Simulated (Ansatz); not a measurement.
Two isomers of CH7BFNSi: A = `NB([SiH3])CF`, B = `C[SiH2]B(N)F`.

Isolated molecules relaxed with PBE0-D4/def2-TZVP in Ansatz; ΔE leaves out vibrations. CBS: MP2 limit from def2 TZ/QZ plus the TZ coupled-cluster correction, frozen cores. Functionals use def2-TZVPP. One conformer a species, not always the lowest.

(1) Which is lower in electronic energy at CCSD(T)/CBS, and by how much? (Estimate.)

(2) Give E(B) − E(A) in kcal/mol with ωB97M-V, r2SCAN-D4, MP2/def2-TZVPP, CCSD(T)/def2-TZVPP, CCSD/def2-TZVPP, HF/def2-TZVPP, B2PLYP. (Best estimate.)

Largest T1 diagnostic: 0.013.

Results:

(1) Ansatz gave: B, by 51.1 kcal/mol.

(2) Computed: ωB97M-V -50.5, r2SCAN-D4 -50.8, MP2/def2-TZVPP -53.1, CCSD(T)/def2-TZVPP -50.8, CCSD/def2-TZVPP -51.1, HF/def2-TZVPP -51.7, B2PLYP -51.1. None reverses the order clearly.

From PBE to PBE0 (25 % exact exchange), in def2-TZVPP and without D4, E(B) − E(A) moves by −1.3 kcal/mol.
